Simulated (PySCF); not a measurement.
A small calculation by hand: oscillator strength and radiative lifetime

Si(F)(NMe2) (C₂H₆FNSi), SMILES CN(C)[Si]F (connectivity only; charge and spin as stated), neutral, multiplicity 1.

Coordinates come from a PBE-D3(BJ)/def2-SVP optimisation. One conformer was computed; it need not be the lowest.

PySCF 2.14.0 with TDA-PBE/def2-SVPD puts the first singlet state with f over 0.02 at 5.11 eV (vertical), with the transition dipole (0.645, -0.990, 0.000) in atomic units.

Find the oscillator strength, the wavelength and the radiative lifetime that this transition would have in vacuum if emission retraced absorption.


|μ|² = 1.3961 au, so |μ| = 3.00 D. ΔE = 5.11/27.211 = 0.1878 hartree. f = (2/3) ΔE |μ|² = 0.175 (the program prints 0.175).
λ = 1239.84/5.11 = 243 nm; ν = 41215 cm⁻¹.
Einstein's coefficient A = 0.6670 ν² f s⁻¹ (ν in cm⁻¹) = 2.0e8 s⁻¹, so τ = 1/A = 5.0 ns. This state is S1. The figure is the radiative limit of this one transition; relaxation, internal conversion, crossing to triplets and a medium change what is measured.
